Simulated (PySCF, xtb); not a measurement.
C₃H₈OSi, SMILES O[C@H]1C[C@H]1[SiH3]. Other conformers were not sampled.

Harmonic wavenumbers (cm⁻¹) from GFN2-xTB (xtb) at its own minimum, in rising order: 102, 124, 244, 255, 414, 447, 552, 578, 704, 774, 780, 799, 856, 877, 973, 997, 1043, 1063, 1083, 1147, 1217, 1234, 1291, 1380, 1462, 2223, 2256, 2296, 2958, 3046, 3074, 3088, 3521.

Question: What does r2SCAN-D4/def2-SVP run with PySCF give at its own minimum? (Estimate from the structure and the level; the computed values follow.)

Answer: 125, 172, 225, 305, 429, 469, 577, 669, 726, 818, 840, 923, 937, 951, 953, 1010, 1025, 1038, 1105, 1164, 1225, 1272, 1301, 1398, 1464, 2209, 2226, 2232, 3088, 3115, 3142, 3218, 3812. Paired by order, the mean absolute difference is 51 cm⁻¹ and the zero-point energies are 61.3 and 63.1 kcal/mol.
